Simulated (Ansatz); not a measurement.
Consider the ligand exchange at the Si–O bond: `C=C[Si](N)(Cl)O[SiH3]` + CH₃OH → `C=C[Si](N)(Cl)OC` + silanol.

Computed with Ansatz on PBE0-D4/def2-TZVP structures; ΔE is electronic, products minus reactants. CCSD(T)/CBS is the MP2 limit (def2-TZVPP, def2-QZVPP) plus CCSD(T) − MP2 in def2-TZVPP, frozen cores. This one scheme is used for every species. Functionals use def2-TZVPP. B3LYP here is the variant with VWN-RPA as its local correlation; programs differ in this. Each species was taken in one conformer, which may not be the lowest.

Is it downhill or uphill in electronic energy at CCSD(T)/CBS, and by how much? (Best estimate.)

Computed: Uphill: ΔE = +0.20 eV.

What do these levels give: PBE-D4, ωB97X-V, B2PLYP, B3LYP, HF/def2-TZVPP, MP2/def2-TZVPP? (Estimate.)

Computed: PBE-D4 0.16, ωB97X-V 0.19, B2PLYP 0.18, B3LYP 0.18, HF/def2-TZVPP 0.26, MP2/def2-TZVPP 0.18 eV.

Largest T1 diagnostic among the species: 0.011.

From PBE to PBE0 (25 % exact exchange), in def2-TZVPP and without D4, ΔE moves by +0.03 eV. In def2-TZVPP, CCSD(T) changes the Hartree–Fock value by −0.08 eV (the triples alone add −0.01 eV) and MP2 by −0.09 eV.
